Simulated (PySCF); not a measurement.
## Static response to an electric field

Species: C₄H₈N₂Si₂.
Structure used (GFN2-xTB), in Å, numbered top down from 1:
```
atom  x, y, z in Å
C1     1.7429    0.0698   -1.3405
N2     2.6070    0.7075   -0.4946
C3     1.9328    0.9104    0.5947
N4     0.6562    0.4419    0.5303
C5     0.5349   -0.1064   -0.7354
C6    -0.7356   -0.7341   -1.2032
Si7   -2.0525   -0.6364    0.1888
Si8   -0.6652    0.4456    1.6908
H9     2.0517   -0.2181   -2.3258
H10    2.3157    1.3933    1.4710
H11   -1.0709   -0.2239   -2.1092
H12   -0.5347   -1.7680   -1.4935
H13   -3.2293    0.1076   -0.2751
H14   -2.5008   -1.9841    0.5583
H15   -0.1657   -0.2453    2.8835
H16   -0.8939    1.8492    2.0485
```

Level: CAM-B3LYP/def2-SVPD (PySCF), static field, nuclei fixed, core orbitals frozen in the response. The polarisability tensor in these axes (au):

```
x   121.36  13.06  -5.25
y    13.06  86.73  11.31
z    -5.25  11.31 110.50
```

Give the principal values, the mean and the anisotropy Δα = √{½[(α1 − α2)² + (α2 − α3)² + (α1 − α3)²]}.

Principal values 77.67, 115.03 and 125.89 au; mean 106.20 au = 15.74 Å³ = 17.51 × 10⁻⁴⁰ C²·m²/J; Δα = 43.81 au (41 % of the mean).

What is the dipole moment, and where does it point?

(-3.87, -0.87, 1.19) D, 4.14 D in size, pointing from the negative to the positive side. Measured along this direction, the outermost atoms are N2 at the negative end and H13 and H14 at the positive end.

Refractivity n − 1 of an ideal gas of it at 400 K and 1 atm, from the electronic α?

N = p/kT = 1.8347 × 10¹⁹ cm⁻³, so n − 1 = 2π × N × 15.74 × 10⁻²⁴ cm³ = 1814 × 10⁻⁶ at long wavelengths.

Give the principal axes and the span of the nuclei along them.

Largest value along (0.95, 0.28, -0.12), where the nuclei span 5.75 Å; middle along (0.00, 0.37, 0.93), 4.82 Å; least along (-0.31, 0.88, -0.35), 2.37 Å. The response follows the extents in order.

Give the eigenvalues of the traceless quadrupole moment Θ = ½Σq(3rr − r²1), origin at the centre of nuclear charge.

-13.37, 1.21, 12.16 D·Å. The values depend on the origin, since the dipole doesn't vanish. The electronic extent ⟨r²⟩ about the same centre is 1283 bohr², a root-mean-square distance of 2.20 Å for the 74 electrons.

In TDDFT the mean static polarisability is Σ f/ω² over all singlet excitations (ω in hartree). How much of it do the 8 lowest give? Their energies (eV) and oscillator strengths: 5.32, 0.0000; 5.54, 0.0082; 6.11, 0.0010; 6.36, 0.0024; 6.39, 0.0067; 6.40, 0.1372; 6.74, 0.0033; 6.85, 0.0159.

They add up to 3.17 au, 3.0 % of the 106.20 au; the largest single term is 2.48 au, from the state at 6.40 eV. Terms in order: 0.00, 0.20, 0.02, 0.04, 0.12, 2.48, 0.05, 0.25 au. Higher excitations give the rest. The strengths listed sum to 0.175.

Geometry: GFN2-xTB; no solvent, vibrations or thermal averaging.
